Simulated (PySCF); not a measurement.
C$_{2}$H$_{4}$F (SMILES C[CH]F), doublet, at a GFN2-xTB geometry. Base run: B3LYP/6-31G* run with PySCF.

PySCF was given this input:
```python
from pyscf import gto, scf, dft, solvent

mol = gto.M(
    atom='''
C    -1.16553401    0.18073828   -0.27310863
C     0.28464573    0.39919424   -0.16684820
F     1.01770171   -0.57839873    0.40561743
H    -1.59446038    0.89677655   -0.96911708
H    -1.67318377    0.30040910    0.69392193
H    -1.36695734   -0.83331423   -0.61775863
H     0.76061569    1.36212196   -0.11786204
''',
    basis='6-31g*',
    spin=1,
    verbose=3,
)

mf = dft.UKS(mol)
mf.xc = 'b3lyp'
mf.kernel()
```

Each row names what was changed in the base input (with any setting that the change needs).

```tsv
change	ΔE vs base (kcal/mol)	dipole (D)
base	0.000	1.43
model = IEF-PCM; solvent = water; vdw_scale = 1.1	-2.24	1.78
model = C-PCM; solvent = water	-1.63	1.72
model = SS(V)PE; solvent = water	-1.60	1.71
model = COSMO; solvent = water	-1.61	1.71
model = IEF-PCM; solvent = water; vdw_scale = 1.0	-3.20	1.86
model = IEF-PCM; solvent = water; lebedev_order = 11	-1.60	1.71
model = IEF-PCM; solvent = 2-propanol	-1.52	1.70
model = IEF-PCM; solvent = dichloromethane	-1.38	1.67
model = IEF-PCM; solvent = water; lebedev_order = 41	-1.62	1.72
model = IEF-PCM; solvent = water; r_probe = 0.5	-0.65	1.58
model = IEF-PCM; solvent = toluene	-0.78	1.57
```

The base is the gas phase, so ΔE is the electrostatic part of solvation at a fixed geometry, without cavity and dispersion terms.

Open shells are given as the SCF converged; they aren't shown to be the lowest states, and a large step between rows can be another state.
